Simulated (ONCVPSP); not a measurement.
**What one change does to a pseudopotential (silver, ONCV)**

* Element: Ag (Z = 47)
* Generator: ONCVPSP 4.0.1
* Type: optimised norm-conserving Vanderbilt (ONCV)
* Functional: LDA (Perdew-Zunger)
* Relativity: scalar-relativistic
* Frozen core: [Ar] 3d10
* Valence charge: 19
* Reference configuration: 4s2 4p6 4d10 5s1
* Partial waves: 4s+5s: rc 1.50 bohr, ncon 4, nbas 9, qcut 10.2 1/bohr, 3 projectors, debl 3.6 Ha; 4p: rc 1.15 bohr, ncon 4, nbas 8, qcut 6.1 1/bohr, 2 projectors, debl 1.4 Ha; 4d: rc 1.65 bohr, ncon 3, nbas 7, qcut 8.6 1/bohr, 2 projectors, debl 2.9 Ha; f scattering state at 0.37 Ha: rc 1.50 bohr, ncon 3, nbas 7, qcut 7.9 1/bohr, 1 projector
* Local potential: polynomial inside 0.85 bohr (lpopt 4, dvloc0 3 Ha)
* Core correction: polynomial model core, fcfact 0.55

In the p channel the program set the typed energies aside and used -2.156, 0.250 Ha.

All-electron outer shells of the reference configuration (LDA (Perdew-Zunger), scalar-relativistic, ld1.x):

```json
{"shell": "3d", "level (eV)": "-358.91", "outermost node (bohr)": "–", "outermost maximum (bohr)": "0.27"}
{"shell": "4s", "level (eV)": "-95.08", "outermost node (bohr)": "0.44", "outermost maximum (bohr)": "0.82"}
{"shell": "4p", "level (eV)": "-58.67", "outermost node (bohr)": "0.44", "outermost maximum (bohr)": "0.87"}
{"shell": "4d", "level (eV)": "-7.66", "outermost node (bohr)": "0.43", "outermost maximum (bohr)": "1.04"}
{"shell": "5s", "level (eV)": "-4.72", "outermost node (bohr)": "1.11", "outermost maximum (bohr)": "2.49"}
```

Change: s: rc 1.82.

Cutoffs: the cutoffs (Ha) at which the residual kinetic energy of the hardest occupied pseudo-wave falls to 1 and 0.1 mHa per electron; they do not see the model core or the augmentation charge, which bear on the density cutoff. Errors are all-electron minus pseudo energies relative to the spin-unpolarised reference configuration.

**Question.** Predict the effect on cutoff, ghosts and configuration errors.

**Answer.** The potential gets neither clearly harder nor softer (119 Ha and 155 Ha → 119 Ha and 155 Ha); the p channel sets the loose cutoff, while the largest relative change is in s, which becomes softer; of the 4 tests that both files solve, the error grows in 1 and shrinks in 0 by more than 15 % and 0.3 meV (median size 1.2 → 1.5 meV); neither file shows a bound ghost.

```csv
quantity,base,changed
"cutoff, loose",119 Ha,119 Ha
"cutoff, tight",155 Ha,155 Ha
loose cutoff by channel,"s 32 Ha, p 119 Ha, d 27 Ha","s 27 Ha, p 119 Ha, d 27 Ha"
bound ghosts,none,none
GHOST(+) flags under 300 eV,none,none
"error for 4s2 4p6 4d10 5s0, meV [ΔE 8.10 eV]",-1.2,-1.7
"error for 4s2 4p6 4d9 5s0, meV [ΔE 30.49 eV]",-4.1,-4.4
"error for 4s2 4p6 4d8 5s0, meV [ΔE 66.92 eV]",+1.2,+1.3
"error for 4s2 4p6 4d9 5s1, meV [ΔE 13.38 eV]",-0.2,-0.4
p: phases at 1.17 bohr within 0.05 rad from the reference energy up to (Ha; the scan ends near 5),to the end of the scan,to the end of the scan
d: phases at 1.67 bohr within 0.05 rad from the reference energy up to (Ha; the scan ends near 5),to the end of the scan,to the end of the scan
f: phases at 1.53 bohr within 0.05 rad from the reference energy up to (Ha; the scan ends near 5),3.5,3.5
"rms error of d²Exc/dni dnj with the model core, mHa",0.57,1.06
```
